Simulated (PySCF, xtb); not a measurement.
C2H5ClSi2, SMILES ClC1=C[SiH2][SiH2]1.

Harmonic wavenumbers (cm⁻¹) from GFN2-xTB run with xtb at its own minimum, in rising order: 138, 218, 299, 338, 338, 388, 416, 502, 520, 523, 541, 643, 764, 793, 803, 833, 896, 1173, 1545, 2187, 2209, 2211, 2222, 3067.

Task: What does r2SCAN-D4/def2-SVP run with PySCF 2.14.0 give at its own minimum? (The exact figures need the calculation; the answer reports its results.)

Result: 119, 232, 295, 345, 422, 429, 530, 561, 634, 666, 669, 724, 785, 874, 886, 942, 952, 1170, 1543, 2209, 2214, 2219, 2228, 3155. Paired by order, the mean absolute difference is 54 cm⁻¹ and the zero-point energies are 33.7 and 35.5 kcal/mol.
